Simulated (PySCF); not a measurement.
Sn(Cl)2(Br)(NH2) (BrCl₂H₂NSn), SMILES [NH2][Sn]([Cl])([Cl])[Br].

The structure is a stationary point at r2SCAN-D4/def2-SVP. The def2 effective core potentials stand for the cores of Sn; spin–orbit coupling is left out. One conformer was computed; it need not be the lowest.

Two levels are set side by side: PBE/def2-TZVP (PySCF) and B3LYP/def2-TZVP (PySCF). Same geometry, gas phase. Differences are taken from unrounded values.

```tsv
quantity	B3LYP	PBE	PBE minus B3LYP
orbital gap (eV)	5.15	3.45	-1.70
highest occupied level (eV)	-8.28	-7.15	1.13
lowest empty level (eV)	-3.13	-3.70	-0.56
dipole moment (D)	2.72	2.69	-0.02
mean polarisability (bohr³)	92.1	94.7	2.5
```

Without exact exchange PBE keeps part of each electron's self-repulsion, which lifts occupied levels and narrows the gap. Differences between two approximate levels are no errors against the true value.

Rough cost on one machine, each run with all the roots and properties that it gave: B3LYP against PBE within a factor of 2.
